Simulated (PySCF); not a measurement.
Simulated absorption spectrum

Compound: C7H9Cl.
Geometry (GFN2-xTB, Å), atoms numbered from 1 in this order:
```xyz
17
C7H9Cl angstrom
C      2.0588   -0.4058    0.3395
C      0.5896   -0.1887    0.6506
C     -0.3750   -0.8900   -0.3300
C     -1.7640   -0.5412    0.2261
C     -1.4533    0.8779   -0.2085
C     -0.4202    0.4021   -1.1949
C      0.0279    1.0916    0.0579
Cl     0.7124    2.6755    0.2439
H      2.6707    0.2975    0.8998
H      2.3536   -1.4166    0.6126
H      2.2467   -0.2584   -0.7214
H      0.3968   -0.3533    1.7143
H     -0.1454   -1.8841   -0.6945
H     -2.5736   -0.9747   -0.3572
H     -1.9305   -0.7268    1.2872
H     -2.1382    1.7031   -0.3004
H     -0.2634    0.6041   -2.2351
```

Method: TDDFT wB97X-D/def2-SVPD, vertical, gas phase, core orbitals frozen in the response in PySCF 2.14.0, density-fitted response routines.

Computed states:

```csv
state,E (eV),f
S1,7.02,0.0015
S2,7.49,0.0016
S3,7.75,0.025
S4,7.90,0.020
S5,7.99,0.024
S6,8.07,0.0092
S7,8.22,0.024
S8,8.27,0.013
```

Each state is given a Gaussian of 0.4 eV full width at half maximum, with ε(max) = 2.175×10⁸ f / Δν̃ (Δν̃ the width in cm⁻¹). The width is an assumption, not a result. The curve ends short of the highest state used, and states not computed would add to its high-energy end.

(1) What does the envelope look like, and where are its maxima?

(2) Coming from long wavelengths, where does ε first pass 100 L mol⁻¹ cm⁻¹?

Answers

(1) 
(λ (nm), ε (L mol⁻¹ cm⁻¹)): (161.6, 2464), (163.0, 1723), (164.4, 1114), (165.8, 673), (167.1, 403), (168.5, 230), (169.9, 140), (171.3, 101), (172.6, 92), (174.0, 96), (175.4, 102), (176.8, 104), (178.1, 97), (179.5, 83), (180.9, 64), (182.3, 46), (183.6, 31), (185.0, 18), (186.4, 10), (187.8, 5), (189.1, 3), (190.5, 1), (191.9, 0), (193.3, 0)

Maxima: 176 nm (7.03 eV), ε about 100, made up of S1 (97%) (ε in L mol⁻¹ cm⁻¹; maxima over ε = 5, shares over 10%). At its high-energy end, 7.67 eV, the curve is still rising (ε about 2400, from S3, S4 and S5).

(2) At about 178 nm (6.98 eV), 0.04 eV below S1.

On one thread, Arm Neoverse V1 (aarch64), no GPU, shared host with 32 logical CPUs at a one-minute load of 12, this took 68 s of wall time (grids of density and orbitals included) and 1.1 GiB of memory at its peak.
